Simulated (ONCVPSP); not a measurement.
**Fe: variants of one ONCV potential**

Base potential:

| Property | Result |
| --- | --- |
| Element | iron |
| Generator | ONCVPSP 4.0.1 |
| Type | optimised norm-conserving Vanderbilt (ONCV) |
| Functional | PBE |
| Relativity | scalar-relativistic |
| Frozen core | [Ne] |
| Valence charge | 16 |
| Reference configuration | 3s2 3p6 3d6.5 4s1.5 |
| Partial waves | 3s+4s: rc 1.15 bohr, ncon 4, nbas 9, qcut 11.2 1/bohr, 3 projectors, debl 3.1 Ha; 3p: rc 1.25 bohr, ncon 4, nbas 7, qcut 8.5 1/bohr, 2 projectors, debl 1.2 Ha; 3d: rc 1.15 bohr, ncon 5, nbas 10, qcut 12.9 1/bohr, local |
| Local potential | the d channel |
| Core correction | Teter function, fcfact 5, rcfact 1.4 |

In the p channel the program set the typed energies aside and used -2.119, 0.250 Ha.

Cutoffs, loose and tight: the cutoffs (Ha) at which the residual kinetic energy of the hardest occupied pseudo-wave falls to 1 and 0.1 mHa per electron. They do not see the model core or the augmentation charge, which bear on the density cutoff. Test errors are all-electron minus pseudo excitation energies from the reference, over the configurations 3s2 3p6 3d6 4s2; 3s2 3p6 3d6 4s1; 3s2 3p6 3d6 4s0; 3s2 3p6 3d7 4s1. A dash means not determined; rows that change the core or the reference have their own tests.

```tsv
change	outcome	cutoff, loose	cutoff, tight	bound ghosts	GHOST(+) flags above zero	largest test error (meV)
base	generated, projector energies reset by the program	70 Ha	80 Ha	none	s	-3.1
d: nbas 8	generated, projector energies reset by the program	73 Ha	84 Ha	none	s	-2.8
core correction Teter function, fcfact 4.2, rcfact 1.4	generated, projector energies reset by the program	70 Ha	80 Ha	none	s	-3.1
p: nproj 3	generated, projector energies reset by the program	70 Ha	80 Ha	none	s	-3.1
s: ncon 5, nbas 10	generated, projector energies reset by the program	70 Ha	80 Ha	none	s	-3.0
```
